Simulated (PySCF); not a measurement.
Excitations are Tamm–Dancoff values on a coarser integration grid. The basis has no diffuse functions, so Rydberg states are missing or too high.

Cartesian coordinates (Å):
```xyz
12

O      2.3383     0.4495     0.6425
C      1.0919     0.1353     0.6852
C      0.1994     0.1270    -0.3867
C     -1.3062     0.4475    -0.0401
C     -0.9673    -0.9329    -0.3113
H      2.6543     0.7017    -0.2472
H      0.7731    -0.1400     1.6887
H      0.5495     0.4065    -1.3724
H     -1.7570     1.0553    -0.8143
H     -1.5004     0.7632     0.9763
H     -1.1649    -1.3559    -1.2880
H     -0.9097    -1.6419     0.5038
```
Charge +1, spin multiplicity 1.

Problem. What is the computed HOMO–LUMO gap, brightest of the four lowest singlets (TDA) and T1 excitation (TDA) (TPSSh-D3(BJ)/def2-TZVP (PySCF 2.14.0))?

Solution. 
- HOMO–LUMO gap = 5.70 eV
- brightest of the four lowest singlets (TDA) = 6.92 eV
- T1 excitation (TDA) = 4.33 eV
